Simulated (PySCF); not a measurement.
**Removing an electron from cyclo-(H2SnS)2**

Compound: cyclo-(H2SnS)2.
Structure used (PBE0-D3(BJ)/def2-SVP), in Å, numbered top down from 1:
```xyz
8
H4S2Sn2 angstrom
Sn    -1.1118   -0.0787    1.1966
H     -1.1207   -1.2901    2.4069
H     -2.3984    1.0389    1.3634
S      1.0581    1.0250    1.0496
Sn     1.1121    0.0774   -1.1956
H      1.1089    1.2950   -2.3997
H      2.4044   -1.0311   -1.3766
S     -1.0526   -1.0365   -1.0447
```

Level: CAM-B3LYP/def2-SVPD (PySCF). Frontier orbitals with their largest atomic shares (Löwdin; up to four atoms above 4 %):

```json
{"orbital": "HOMO−3", "ε (eV)": "-9.94", "main atoms": "S8 23 %, S4 23 %, Sn1 16 %, Sn5 16 %"}
{"orbital": "HOMO−2", "ε (eV)": "-9.11", "main atoms": "S8 42 %, S4 42 %, Sn1 7 %, Sn5 7 %"}
{"orbital": "HOMO−1", "ε (eV)": "-8.62", "main atoms": "S4 44 %, S8 44 %, Sn5 6 %, Sn1 6 %"}
{"orbital": "HOMO", "ε (eV)": "-8.51", "main atoms": "?"}
{"orbital": "LUMO", "ε (eV)": "-0.65", "main atoms": "Sn1 24 %, Sn5 24 %, S8 16 %, S4 16 %"}
{"orbital": "LUMO+1", "ε (eV)": "-0.59", "main atoms": "S8 24 %, S4 24 %, Sn1 16 %, Sn5 16 %"}
{"orbital": "LUMO+2", "ε (eV)": "0.05", "main atoms": "Sn1 16 %, Sn5 16 %, S4 13 %, S8 13 %"}
```

Problem. What vertical ionisation energy does ΔSCF give, and how far is −ε(HOMO) from it?

Solution. ΔSCF: 9.24 eV (892 kJ/mol; threshold wavelength 134 nm); ⟨S²⟩ of the doublet left behind is 0.758, against 0.75 for a pure doublet. −ε(HOMO) is 8.51 eV, 0.73 eV below it. For the exact functional −ε(HOMO) would equal the first vertical ionisation energy; CAM-B3LYP (range-separated hybrid) falls short of its own ΔSCF value by 8 %. Holes in the HOMO−1 and HOMO−2 were tried too where these lie within 1.2 eV of the HOMO; the lowest converged state counts.

Problem. On which atoms does the HOMO lie?

Solution. S8 (sulfur bonded to 2 Sn) 34 %, S4 (sulfur bonded to 2 Sn) 33 %, Sn5 (tin bonded to 2 S and 2 H) 9 %, Sn1 (tin bonded to 2 S and 2 H) 9 %, so no atom holds as much as 40 %. The HOMO−1 lies 0.11 eV lower.

Problem. And the vertical electron affinity, the fundamental gap, Mulliken's electronegativity and the hardness (with the factor ½)?

Solution. EA = 0.03 eV by ΔSCF (−ε(LUMO) = 0.65 eV). IE − EA = 9.21 eV against an orbital gap of 7.86 eV; (IE + EA)/2 = 4.63 eV; (IE − EA)/2 = 4.61 eV. Parr's electrophilicity index (IE + EA)²/[8(IE − EA)] is 1.17 eV.

Problem. With α = 119.5 au, estimate the like-pair dispersion coefficient by London's formula C6 = (3/4)α²I.

Solution. I = 0.3397 Eh, so C6 ≈ 3640 au, a rough estimate.

Problem. How many of the 10 lowest singlet excitations (vertical TDDFT, same level) lie below the ionisation energy?

Solution. All 10; they run from 4.65 to 6.29 eV.

Problem. The lowest singlet excitation (vertical TDDFT, same level) lies at 4.65 eV. How far is it below IE − EA?

Solution. IE − EA = 9.21 eV, so by 4.56 eV.

Problem. What total energies stand behind the ΔSCF value?

Solution. E(N) = -1227.18325 Eh and E(N − 1) = -1226.84358 Eh at the same geometry, 0.33967 Eh apart. With one more electron, E(N + 1) = -1227.18421 Eh.

Geometry: PBE0-D3(BJ)/def2-SVP, one conformer, isolated molecule. Atoms past krypton carry effective core potentials; spin–orbit coupling is left out.
